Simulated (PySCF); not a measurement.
## Computed properties of C2H6BClS, SMILES CSB(C)Cl

B(Cl)(Me)(SMe) (C2H6BClS), SMILES CSB(C)Cl. The structure is a stationary point at PBE0-D3(BJ)/def2-SVP. The structure was generated by enumeration, and PubChem lists no compound with its InChIKey, so it may never have been made. The values are those of a single conformer. All values are computed for the isolated molecule unless a solvent is named; none is compared with measurement here.

**Structure.** The optimised structure has Cs symmetry. All 27 harmonic modes at PBE0-D3(BJ)/def2-SVP (PySCF) are real, so it is a minimum. With heavy atoms numbered as in [B:1]([Cl:2])([CH3:3])[S:7][CH3:8], the shortest bond between them is B1–C3 at 1.566 Å and the longest S7–C8 at 1.815 Å.

**Vibrations.** The strongest infrared lines (harmonic, unscaled, degenerate partners summed) lie at 1041 cm⁻¹ (254 km/mol, B 64 %, H 22 %, C 9 %), 1124 cm⁻¹ (76 km/mol, B 62 %, H 27 %), 1323 cm⁻¹ (75 km/mol, H 63 %, C 29 %, B 8 %). The softest mode is at 30 cm⁻¹ and the zero-point energy is 51.0 kcal/mol.

**Electronic structure.** CAM-B3LYP/def2-TZVP (PySCF) places the frontier levels at -8.75 and 0.44 eV, a gap of 9.19 eV, and gives a dipole moment of 2.89 D and a mean polarisability of 69.4 bohr³. PBE/def2-TZVP (PySCF) at the same geometry gives -6.29 and -1.62 eV, so its gap is 4.52 eV narrower. An orbital gap is neither the optical nor the fundamental gap.

**Excitations.** TDDFT-M06-2X/def2-SVPD (PySCF) has S1 at 5.90 eV (210 nm, f = 0.181, bright); the most intense of the 10 singlets computed lies at 5.90 eV (f = 0.18). T1 (TDA) is at 4.73 eV. TDDFT-PBE/def2-SVPD (PySCF) puts S1 at 5.47 eV. No vertical singlet excitation falls in the visible range (under 3.1 eV).

**NMR.** GIAO shifts at PBE0/pcSseg-1 (PySCF) (non-relativistic, atoms alike by connectivity averaged): ¹³C from 13.3 to 18.9 ppm against TMS; ¹H from 1.3 to 2.4 ppm against TMS; ¹¹B at 56.8 ppm against BF3. Without spin–orbit terms, shifts of atoms bonded to Cl or Br come out too high.
